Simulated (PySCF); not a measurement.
AuF₅, SMILES [F][Au]([F])([F])([F])[F], multiplicity 1.

Geometry: PBE0-D3(BJ)/def2-SVP. The multiplicity is an assumed one; other spin states were not compared. The def2 effective core potentials stand for the cores of Au; spin–orbit coupling is left out.

Method: PBE0-D3(BJ)/def2-SVP (PySCF).

Frequencies are harmonic and unscaled.

Modes within 1.5 cm⁻¹ of each other (mostly degenerate sets) share a row, with their intensities summed.

| mode | ν (cm⁻¹) | IR (km/mol) | Raman (Å⁴/amu) | depolarisation | moving atoms (share of kinetic energy) |
|---|---|---|---|---|---|
| 1–2 | 28 | 2.6 | 5.2 | 0.75 | F 97 % |
| 3 | 178 | 0.0 | 0.0 | – | F 100 % |
| 4 | 191 | 0.0 | 3.9 | 0.75 | F 100 % |
| 5 | 233 | 14.6 | 0.2 | 0.56 | F 78 %, Au 22 % |
| 6–7 | 257 | 7.4 | 0.0 | – | F 89 %, Au 11 % |
| 8 | 625 | 0.0 | 21.1 | 0.75 | F 100 % |
| 9 | 629 | 0.0 | 39.5 | 0.07 | F 100 % |
| 10 | 670 | 0.5 | 12.5 | 0.10 | F 90 %, Au 10 % |
| 11–12 | 690 | 173.4 | 1.3 | 0.75 | F 83 %, Au 17 % |
